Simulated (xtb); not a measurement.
CH5AlBrN, SMILES [NH2][Al]([CH3])[Br]. All values are semi-empirical tight-binding results from xtb (GFN2-xTB unless named), good for trends rather than for accurate numbers. Coordinates come from a GFN2-xTB optimisation. The structure was generated by enumeration; whether it is a known compound was not checked. The values are those of a single conformer.

Optimised geometry:

Bonds (Å): Al1–Br2 2.266, Al1–C3 1.982, Al1–N7 1.774, C3–H4 1.094, C3–H5 1.094, C3–H6 1.096, N7–H8 1.011, N7–H9 1.014. Angles (°): Br2–Al1–C3 119.4, Br2–Al1–N7 113.5, C3–Al1–N7 127.1, Al1–C3–H4 111.6, Al1–C3–H5 111.3, Al1–C3–H6 112.6, H4–C3–H5 106.3, H4–C3–H6 107.3, H5–C3–H6 107.4, Al1–N7–H8 126.3, Al1–N7–H9 125.7, H8–N7–H9 108.0.
Charge 0, spin multiplicity 1.

For metal compounds this method's bond lengths and energies can be far off.

The orbital gap comes out as 4.52 eV. The zero-point energy is 37.2 kcal/mol. The G − E(el) at 298.15 K (modified RRHO) is 16.7 kcal/mol.

Computed atomic charges and the Wiberg bond orders between heavy atoms:
charges (e) Al1 0.33, Br2 -0.23, C3 -0.20, H4 0.05, H5 0.05, H6 0.07, N7 -0.42, H8 0.16, H9 0.18. Bond orders Al1–Br2 1.19, Al1–C3 1.03, Al1–N7 1.31.
